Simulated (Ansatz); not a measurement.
C4H8Si (`C=C=C[SiH2]C`), relaxed with RKS PBE0-D4/def2-TZVP in the Gaussian-basis code of Ansatz from a PBE-D4/def2-SVP geometry. The force threshold is 0.005 eV/Å; the program also tests the step.

The species carries charge 0 and has multiplicity 1.

Start:

```xyz
13

C     2.089   -1.340   -0.161
C     1.114   -0.742   -0.816
C     0.118   -0.123   -1.420
Si   -1.231    0.760   -0.440
C    -0.893    0.628    1.409
H     3.019   -0.804    0.095
H     2.015   -2.399    0.141
H     0.077   -0.126   -2.526
H    -2.567    0.149   -0.786
H    -1.285    2.203   -0.875
H    -1.681    1.146    1.992
H    -0.863   -0.434    1.726
H     0.086    1.084    1.661
```

Task: By how much does the energy fall, and how many steps does the optimiser take? (Best estimate.)

Result: Computed: 6.55 kJ/mol, in 8 steps, 2 of them rejected.

Task: Which bonds change most? (Estimate.)

Result: The calculation gave: C3–Si4 from 1.887 to 1.866 Å; Si4–C5 from 1.885 to 1.864 Å; C1–H7 from 1.104 to 1.085 Å; C1–H6 from 1.103 to 1.085 Å.

Task: Give the relaxed structure. (Best estimate.)

Result: Ansatz gave: 
```xyz
13

C     2.070   -1.325   -0.167
C     1.104   -0.732   -0.808
C     0.119   -0.126   -1.403
Si   -1.212    0.749   -0.431
C    -0.888    0.623    1.400
H     2.985   -0.798    0.078
H     1.990   -2.366    0.126
H     0.082   -0.136   -2.491
H    -2.531    0.146   -0.778
H    -1.258    2.174   -0.863
H    -1.671    1.136    1.963
H    -0.864   -0.421    1.719
H     0.072    1.076    1.655
```
